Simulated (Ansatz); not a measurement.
Computed with Ansatz on PBE0-D4/def2-TZVP structures; ΔE is electronic, products minus reactants. CBS: MP2 limit from def2 TZ/QZ plus the TZ coupled-cluster correction, frozen cores. This one scheme is used for every species. Functionals use def2-TZVPP. HSE06 is defined as in plane-wave codes. One conformer a species, not always the lowest.

Reaction (ligand exchange at the Si–F bond): `C[Si](F)(S)Cl` + HCl → `C[Si](S)(Cl)Cl` + H–F

CCSD(T)/CBS gives +0.45 eV.

Task: Another level gave +0.48 eV. Which?
A. HSE06/def2-TZVPP
B. RPA@PBE/def2-TZVPP
C. SCS-MP2/def2-TZVPP
D. HSE06-D4/def2-TZVPP

Result: C. SCS-MP2/def2-TZVPP 0.48, HSE06-D4 0.39, RPA@PBE/def2-TZVPP 0.53, HSE06 0.44 eV.

Largest T1 diagnostic among the species: 0.011.

Leaving LDA and LC-ωPBE aside and taking each functional with its dispersion term where it has one, the values, not all of them listed here, spread over 0.21 eV, from revPBE-D4 to CAM-B3LYP-D4. In def2-TZVPP, CCSD(T) changes the Hartree–Fock value by −0.14 eV (the triples alone add −0.03 eV) and MP2 by −0.23 eV.
